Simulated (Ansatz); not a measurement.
Ansatz (a quantum-chemistry and plane-wave program) input file for In(Me)2(Et) (C4H11In), SMILES C[CH2][In]([CH3])[CH3], PBE0-D3(BJ)/def2-SVP. 

Ansatz 0.2 input:
```yaml
crystal:
  periodic: [false, false, false]
  atoms:
    - {symbol: In, position_ang: [-0.04633825, 0.29128830, 0.15414329]}
    - {symbol: C, position_ang: [1.20288305, 1.42317607, -1.34185167]}
    - {symbol: H, position_ang: [2.24264740, 1.10512802, -1.26575138]}
    - {symbol: H, position_ang: [1.14841699, 2.49652265, -1.16670315]}
    - {symbol: H, position_ang: [0.85113362, 1.20881824, -2.35085057]}
    - {symbol: C, position_ang: [-1.08354814, 1.19871726, 1.93773714]}
    - {symbol: H, position_ang: [-1.68760989, 0.42775789, 2.41675992]}
    - {symbol: H, position_ang: [-1.73097884, 2.02306530, 1.64059183]}
    - {symbol: H, position_ang: [-0.35438182, 1.57117677, 2.65663845]}
    - {symbol: C, position_ang: [-0.29786804, -1.94395398, -0.10154018]}
    - {symbol: C, position_ang: [0.40054620, -2.46507506, -1.34946436]}
    - {symbol: H, position_ang: [-1.36904849, -2.16199789, -0.14049822]}
    - {symbol: H, position_ang: [0.09990433, -2.43179572, 0.79309161]}
    - {symbol: H, position_ang: [1.46979078, -2.24895693, -1.31164824]}
    - {symbol: H, position_ang: [-0.00787103, -1.99390715, -2.24525725]}
    - {symbol: H, position_ang: [0.27649268, -3.54612383, -1.44867991]}
basis:
  gaussian:
    orbitals: def2-SVP
hamiltonian:
  xc: pbe0
  dispersion: d3bj
relax: {f_tol: 0.002, max_steps: 200}
```

Program output:

```
[...]
the calculation of the forces begins
reference -9492.25257360 eV, -348.8338480000 hartree; 28, 28 occupied and 109, 109 virtual orbitals, 1628 factors
relax step  65: F+E_penalty+E_count = -9492.52026452 eV  Δ(F+E_penalty+E_count) = -2.135e-6 eV  max|allowed force component| = 2.796e-3 eV/Å  Δτ_max = 0.0032 Å  (19 SCF iters, accepted)
these checks for a lower state are left out or cut short: starts, cluster_reference, orbital_swaps, neighbouring_geometries, increment
integrals: 0.13 GiB planned
1628 factors; integrals over basis functions are off by at most 4.7e-4 eV
mean field: 0.81 GiB planned
mean field -9492.25253940 eV, -348.8338467432 hartree, gradient 1.2e-5 eV, S^2 0.000000; 0 other end points of the search recorded, 0 dependent functions left out
the calculation of the forces begins
reference -9492.25257572 eV, -348.8338480777 hartree; 28, 28 occupied and 109, 109 virtual orbitals, 1628 factors
relax step  66: F+E_penalty+E_count = -9492.52026684 eV  Δ(F+E_penalty+E_count) = -2.313e-6 eV  max|allowed force component| = 3.403e-3 eV/Å  Δτ_max = 0.0082 Å  (21 SCF iters, accepted)
these checks for a lower state are left out or cut short: starts, cluster_reference, orbital_swaps, neighbouring_geometries, increment
integrals: 0.13 GiB planned
1628 factors; integrals over basis functions are off by at most 4.7e-4 eV
mean field: 0.81 GiB planned
mean field -9492.25254018 eV, -348.8338467718 hartree, gradient 1.5e-5 eV, S^2 0.000000; 0 other end points of the search recorded, 0 dependent functions left out
the calculation of the forces begins
reference -9492.25257649 eV, -348.8338481061 hartree; 28, 28 occupied and 109, 109 virtual orbitals, 1628 factors
relax step  67: F+E_penalty+E_count = -9492.52026805 eV  Δ(F+E_penalty+E_count) = -1.216e-6 eV  max|allowed force component| = 5.130e-3 eV/Å  Δτ_max = 0.0091 Å  (21 SCF iters, accepted)
these checks for a lower state are left out or cut short: starts, cluster_reference, orbital_swaps, neighbouring_geometries, increment
integrals: 0.13 GiB planned
1628 factors; integrals over basis functions are off by at most 4.7e-4 eV
mean field: 0.81 GiB planned
mean field -9492.25254097 eV, -348.8338468007 hartree, gradient 2.2e-5 eV, S^2 0.000000; 0 other end points of the search recorded, 0 dependent functions left out
the calculation of the forces begins
reference -9492.25257727 eV, -348.8338481349 hartree; 28, 28 occupied and 109, 109 virtual orbitals, 1628 factors
relax step  68: F+E_penalty+E_count = -9492.52026893 eV  Δ(F+E_penalty+E_count) = -8.751e-7 eV  max|allowed force component| = 4.125e-3 eV/Å  Δτ_max = 0.0018 Å  (18 SCF iters, accepted)
these checks for a lower state are left out or cut short: starts, cluster_reference, orbital_swaps, neighbouring_geometries, increment
integrals: 0.13 GiB planned
1628 factors; integrals over basis functions are off by at most 4.7e-4 eV
mean field: 0.81 GiB planned
mean field evaluation 448: about -9492.2525 eV, gradient 1.9e-4 eV
mean field -9492.25254437 eV, -348.8338469256 hartree, gradient 9.8e-6 eV, S^2 0.000000; 0 other end points of the search recorded, 0 dependent functions left out
the calculation of the forces begins
reference -9492.25258067 eV, -348.8338482597 hartree; 28, 28 occupied and 109, 109 virtual orbitals, 1628 factors
relax step  69: F+E_penalty+E_count = -9492.52027096 eV  Δ(F+E_penalty+E_count) = -2.027e-6 eV  max|allowed force component| = 2.629e-3 eV/Å  Δτ_max = 0.0071 Å  (21 SCF iters, accepted)
these checks for a lower state are left out or cut short: starts, cluster_reference, orbital_swaps, neighbouring_geometries, increment
integrals: 0.13 GiB planned
1628 factors; integrals over basis functions are off by at most 4.7e-4 eV
mean field: 0.81 GiB planned
mean field -9492.25254556 eV, -348.8338469696 hartree, gradient 2.0e-5 eV, S^2 0.000000; 0 other end points of the search recorded, 0 dependent functions left out
the calculation of the forces begins
reference -9492.25258186 eV, -348.8338483035 hartree; 28, 28 occupied and 109, 109 virtual orbitals, 1628 factors
relax step  70: F+E_penalty+E_count = -9492.52027215 eV  Δ(F+E_penalty+E_count) = -1.198e-6 eV  max|allowed force component| = 4.099e-3 eV/Å  Δτ_max = 0.0089 Å  (20 SCF iters, accepted)
these checks for a lower state are left out or cut short: starts, cluster_reference, orbital_swaps, neighbouring_geometries, increment
integrals: 0.13 GiB planned
1628 factors; integrals over basis functions are off by at most 4.8e-4 eV
mean field: 0.81 GiB planned
mean field -9492.25254371 eV, -348.8338469014 hartree, gradient 9.1e-6 eV, S^2 0.000000; 0 other end points of the search recorded, 0 dependent functions left out
the calculation of the forces begins
reference -9492.25258000 eV, -348.8338482349 hartree; 28, 28 occupied and 109, 109 virtual orbitals, 1628 factors
relax step  71: F+E_penalty+E_count = -9492.52027297 eV  Δ(F+E_penalty+E_count) = -8.159e-7 eV  max|allowed force component| = 5.189e-3 eV/Å  Δτ_max = 0.0126 Å  (21 SCF iters, accepted)
these checks for a lower state are left out or cut short: starts, cluster_reference, orbital_swaps, neighbouring_geometries, increment
integrals: 0.13 GiB planned
1628 factors; integrals over basis functions are off by at most 4.8e-4 eV
mean field: 0.81 GiB planned
mean field -9492.25254591 eV, -348.8338469825 hartree, gradient 7.5e-6 eV, S^2 0.000000; 0 other end points of the search recorded, 0 dependent functions left out
the calculation of the forces begins
reference -9492.25258220 eV, -348.8338483158 hartree; 28, 28 occupied and 109, 109 virtual orbitals, 1628 factors
relax step  72: F+E_penalty+E_count = -9492.52027278 eV  Δ(F+E_penalty+E_count) = +1.936e-7 eV  max|allowed force component| = 4.175e-3 eV/Å  Δτ_max = 0.0067 Å  (21 SCF iters, rejected (line search))
these checks for a lower state are left out or cut short: starts, cluster_reference, orbital_swaps, neighbouring_geometries, increment
integrals: 0.13 GiB planned
1628 factors; integrals over basis functions are off by at most 4.8e-4 eV
mean field: 0.81 GiB planned
mean field -9492.25254374 eV, -348.8338469028 hartree, gradient 5.2e-5 eV, S^2 0.000000; 0 other end points of the search recorded, 0 dependent functions left out
the calculation of the forces begins
reference -9492.25258003 eV, -348.8338482362 hartree; 28, 28 occupied and 109, 109 virtual orbitals, 1628 factors
relax step  73: F+E_penalty+E_count = -9492.52027179 eV  Δ(F+E_penalty+E_count) = +1.181e-6 eV  max|allowed force component| = 6.495e-3 eV/Å  Δτ_max = 0.0033 Å  (19 SCF iters, rejected (line search))
these checks for a lower state are left out or cut short: starts, cluster_reference, orbital_swaps, neighbouring_geometries, increment
integrals: 0.13 GiB planned
1628 factors; integrals over basis functions are off by at most 4.8e-4 eV
mean field: 0.81 GiB planned
mean field -9492.25254542 eV, -348.8338469641 hartree, gradient 3.1e-5 eV, S^2 0.000000; 0 other end points of the search recorded, 0 dependent functions left out
the calculation of the forces begins
reference -9492.25258170 eV, -348.8338482976 hartree; 28, 28 occupied and 109, 109 virtual orbitals, 1628 factors
relax step  74: F+E_penalty+E_count = -9492.52027434 eV  Δ(F+E_penalty+E_count) = -1.367e-6 eV  max|allowed force component| = 6.851e-4 eV/Å  Δτ_max = 0.0016 Å  (18 SCF iters, accepted)
these checks for a lower state are left out or cut short: starts, cluster_reference, orbital_swaps, neighbouring_geometries, increment
integrals: 0.13 GiB planned
1628 factors; integrals over basis functions are off by at most 4.8e-4 eV
mean field: 0.81 GiB planned
mean field evaluation 480: about -9492.2525 eV, gradient 1.7e-4 eV
mean field -9492.25254816 eV, -348.8338470652 hartree, gradient 7.6e-6 eV, S^2 0.000000; 0 other end points of the search recorded, 0 dependent functions left out
the calculation of the forces begins
reference -9492.25258445 eV, -348.8338483985 hartree; 28, 28 occupied and 109, 109 virtual orbitals, 1628 factors
relax step  75: F+E_penalty+E_count = -9492.52027478 eV  Δ(F+E_penalty+E_count) = -4.426e-7 eV  max|allowed force component| = 1.205e-3 eV/Å  Δτ_max = 0.0064 Å  (21 SCF iters, accepted)
these checks for a lower state are left out or cut short: starts, cluster_reference, orbital_swaps, neighbouring_geometries, increment
integrals: 0.13 GiB planned
1628 factors; integrals over basis functions are off by at most 4.8e-4 eV
mean field: 0.81 GiB planned
mean field -9492.25254781 eV, -348.8338470522 hartree, gradient 6.8e-5 eV, S^2 0.000000; 0 other end points of the search recorded, 0 dependent functions left out
the calculation of the forces begins
reference -9492.25258409 eV, -348.8338483854 hartree; 28, 28 occupied and 109, 109 virtual orbitals, 1628 factors
relax step  76: F+E_penalty+E_count = -9492.52027510 eV  Δ(F+E_penalty+E_count) = -3.170e-7 eV  max|allowed force component| = 1.342e-3 eV/Å  Δτ_max = 0.0037 Å  (18 SCF iters, accepted)
these checks for a lower state are left out or cut short: starts, cluster_reference, orbital_swaps, neighbouring_geometries, increment
integrals: 0.13 GiB planned
1628 factors; integrals over basis functions are off by at most 4.8e-4 eV
mean field: 0.81 GiB planned
mean field -9492.25254827 eV, -348.8338470691 hartree, gradient 4.1e-5 eV, S^2 0.000000; 0 other end points of the search recorded, 0 dependent functions left out
the calculation of the forces begins
reference -9492.25258455 eV, -348.8338484024 hartree; 28, 28 occupied and 109, 109 virtual orbitals, 1628 factors
relax step  77: F+E_penalty+E_count = -9492.52027547 eV  Δ(F+E_penalty+E_count) = -3.767e-7 eV  max|allowed force component| = 3.847e-4 eV/Å  Δτ_max = 0.0025 Å  (18 SCF iters, accepted)
integrals: 0.13 GiB planned
1628 factors; integrals over basis functions are off by at most 4.8e-4 eV
mean field: 0.81 GiB planned
mean field -9492.25254827 eV, -348.8338470691 hartree, gradient 4.1e-5 eV, S^2 0.000000; 1 other end points of the search recorded, 0 dependent functions left out
the calculation of the forces begins
reference -9492.25258455 eV, -348.8338484024 hartree; 28, 28 occupied and 109, 109 virtual orbitals, 1628 factors
Total energy: -9492.52031175 eV, -348.8436871955 hartree
Atom 0 at    -0.047515     0.211325     0.189371 Å, force     0.000198    -0.000021     0.000178 eV/Å
Atom 1 at     1.149864     1.383209    -1.200371 Å, force    -0.000275     0.000385     0.000268 eV/Å
Atom 2 at     2.011755     1.826086    -0.676677 Å, force    -0.000276    -0.000246    -0.000230 eV/Å
Atom 3 at     0.552805     2.212834    -1.610557 Å, force     0.000276    -0.000213     0.000053 eV/Å
Atom 4 at     1.522277     0.771300    -2.034453 Å, force     0.000138     0.000029    -0.000125 eV/Å
Atom 5 at    -0.936644     1.194906     1.913971 Å, force    -0.000325     0.000276    -0.000076 eV/Å
Atom 6 at    -1.442978     0.482225     2.580369 Å, force     0.000085     0.000070    -0.000077 eV/Å
Atom 7 at    -1.672333     1.942759     1.577519 Å, force     0.000306    -0.000118     0.000193 eV/Å
Atom 8 at    -0.163377     1.729237     2.487666 Å, force    -0.000146    -0.000194    -0.000116 eV/Å
Atom 9 at    -0.339681    -1.925065    -0.170549 Å, force     0.000041    -0.000049     0.000093 eV/Å
Atom 10 at     0.335549    -2.470714    -1.422026 Å, force    -0.000009     0.000003    -0.000007 eV/Å
Atom 11 at    -1.429540    -2.099580    -0.199537 Å, force     0.000013    -0.000056    -0.000014 eV/Å
Atom 12 at     0.012698    -2.453343     0.732731 Å, force    -0.000018     0.000201    -0.000110 eV/Å
Atom 13 at     1.428102    -2.327576    -1.397261 Å, force    -0.000023     0.000008     0.000004 eV/Å
Atom 14 at    -0.024623    -1.971552    -2.336302 Å, force     0.000007    -0.000015    -0.000001 eV/Å
Atom 15 at     0.157812    -3.552209    -1.557176 Å, force     0.000006    -0.000059    -0.000033 eV/Å
Dipole moment:    -0.015639    -0.000876     0.022211 e Å
```

The run converged.

Cost: roughly 13 core-minutes.
